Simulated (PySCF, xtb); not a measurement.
CH3FO3Si, SMILES O=CO[Si@H](F)O. Other conformers were not sampled.

Harmonic wavenumbers (cm⁻¹) from GFN2-xTB (xtb) at its own minimum, in rising order: 44, 140, 185, 210, 228, 348, 403, 650, 661, 681, 739, 808, 881, 949, 990, 1215, 1358, 1767, 2465, 2833, 3548.

### Question
What does PBE-D3(BJ)/def2-SVP (PySCF) give at its own minimum? (The exact figures need the calculation; the answer reports its results.)

### Answer
50, 191, 213, 279, 295, 383, 584, 662, 717, 786, 834, 865, 976, 997, 1004, 1210, 1349, 1744, 2302, 2974, 3507. Paired by order, the mean absolute difference is 62 cm⁻¹ and the zero-point energies are 30.2 and 31.3 kcal/mol.
